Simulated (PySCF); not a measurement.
CH5AlClNO. Atoms are numbered in the order given.

```xyz
10

Al    -0.2392     0.4255     0.1704
Cl     1.3378    -0.5529     1.1536
O     -0.8080    -0.1917    -1.2946
C     -0.4936    -1.2736    -2.1234
H     -0.2226    -0.9193    -3.1338
H      0.3526    -1.8703    -1.7342
H     -1.3634    -1.9466    -2.2270
N     -0.9454     1.8700     0.8779
H     -0.6484     2.2876     1.7526
H     -1.7064     2.4007     0.4687
```
Charge 0, spin multiplicity 1.

Geometry: ωB97X-D3(BJ)/def2-SVP. The structure was generated by enumeration; whether it is a known compound was not checked. Other conformers were not sampled.

Calculation: PBE/pcSseg-1 run with PySCF.

GIAO shieldings, no solvent; atoms alike by connectivity are averaged. δ = σ(ref) − σ: ³⁵Cl against HCl (σ = 936.5 ppm); ¹⁷O against H2O (σ = 334.3 ppm); ¹³C against TMS (σ = 182.0 ppm); ¹H against TMS (σ = 31.49 ppm); ¹⁵N against NH3 (σ = 267.0 ppm), references at their B3LYP-D3(BJ)/def2-TZVP geometries, non-relativistic (without spin–orbit terms, shifts of atoms bonded to Cl or Br come out too high).

Computed chemical shifts:
```
nucleus       atoms  count  δ (ppm)
-------  ----------  -----  -------
³⁵Cl            Cl2      1    -66.3
¹⁷O              O3      1     33.9
¹³C              C4      1     58.3
¹H       H5, H6, H7      3     4.31
¹H          H9, H10      2     0.60
¹⁵N              N8      1     14.9
```
